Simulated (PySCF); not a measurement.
# Computed structure and properties of [Pb(H2O)]2+

System: [Pb(H2O)]2+ (singlet); start: template (C2v). Method: PySCF 2.14.0, RKS PBE0, Pb def2-SVP with ECP60, O def2-SVP, H def2-SVP; non-relativistic Hamiltonian with scalar-relativistic core potentials where named; density fitting; no spin-orbit coupling.

Input of the relaxation:

```python
mol = gto.M(atom='''
Pb     0.00000     0.00000    -0.19893
O      0.00000     0.00000     2.23107
H      0.77000    -0.00000     2.82107
H     -0.77000     0.00000     2.82107''',
    basis={'Pb': 'def2-SVP', 'O': 'def2-SVP', 'H': 'def2-SVP'},
    ecp={'Pb': 'def2-SVP'},
    charge=2, spin=0)
mf = dft.RKS(mol, xc='PBE0')
mf.grids.atom_grid = (50, 194)
mf = mf.density_fit()  # fitting sets: Pb def2-universal-JKFIT, O def2-universal-JKFIT, H def2-universal-JKFIT
mf.conv_tol = 1e-08; mf.max_cycle = 55
mf.kernel(dm0)  # dm0: converged density of the start geometry
# quasi-Newton relaxation in Cartesian coordinates to a largest gradient under 0.00045 Eh/bohr, steps kept in the point group
```

Run from Python with OMP_NUM_THREADS=2; the lines above give its settings. Where DIIS fails, smearing, a level shift and second-order steps follow.
It took 2.8 s on 2 threads of Arm Neoverse V2, with other jobs on the host, from the converged density of the start.

Course of the relaxation:

```
step  energy above end (eV)  largest force component within the symmetry (eV/Å)
   0                 0.0453                                               1.074
   1                 0.0105                                               0.390
   2                 0.0004                                               0.160
   3                 0.0000                                               0.010
   4                 0.0000                                               0.003
```

Relaxed geometry (C2v):

```xyz
4

Pb    0.0000    0.0000   -0.1204
O     0.0000    0.0000    2.2034
H     0.7817    0.0000    2.7957
H    -0.7817    0.0000    2.7957
```

```
     contact      Å
Pb1–O2 (H2O)  2.324
```

On the finer grid (75, 302):

- HOMO: -21.53 eV
- LUMO: -14.72 eV
- Dipole about the centre of mass: 4.24 D
- Set of Mulliken populations of Pb1 outside the core potential: s 3.99, p 6.25, d 10.04
- D3(BJ) dispersion energy (not in the energies): -0.044 eV

```csv
atom,Mulliken (e),Löwdin (e),spin (e)
Pb1,1.72,1.64,0.00
O2,-0.32,0.01,0.00
H3,0.30,0.18,0.00
H4,0.30,0.18,0.00
```

On the grid (50, 194), as all that follows. Harmonic modes: a minimum; lowest 372 cm⁻¹ (negative: unstable), highest 3721 cm⁻¹, zero-point energy 0.651 eV.

Taking off one H2O (charge 0, singlet; the rest: singlet) in vacuum, both parts rigid, costs 2.90 eV; the small basis without counterpoise inflates it. Parting with an electron moved from the ligand to the metal can be far cheaper, even downhill.

Rigid scan of H2O along the line from its metal:

(distance to O2 (Å), energy (eV)): (2.02, 0.606), (2.12, 0.229), (2.22, 0.049), (2.32, 0.000), (2.42, 0.037), (2.52, 0.128), (2.72, 0.392)

One start shape was tried, so this needn't be the lowest isomer.
